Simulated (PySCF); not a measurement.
Input file for PySCF: R-MP2/6-31G* on HF (SMILES F).

```python
from pyscf import gto, scf, dft, mp
from pyscf.data.elements import chemcore

mol = gto.M(
    atom='''
    F    -0.26855856    0.38243118    2.86667188
    H    -0.23813521    0.12511344    1.95838757
    ''',
    basis='6-31g*',
    cart=True,
    charge=0, spin=0, verbose=3, max_memory=1800)
mf = scf.RHF(mol)
mf.conv_tol = 1e-8
mf.max_cycle = 100
mf.kernel()
if not mf.converged:
    mf = mf.newton().run(mf.mo_coeff, mf.mo_occ)
pt = mp.MP2(mf, frozen=chemcore(mol)).run()
```

The log:

```
converged SCF energy = -100.001626503935
E(RMP2) = -100.182056792522  E_corr = -0.180430288586772
E(SCS-RMP2) = -100.175927515098  E_corr = -0.174301011163112
```

Self-consistency was reached.

Cost: around 0.15 core-seconds (rough).
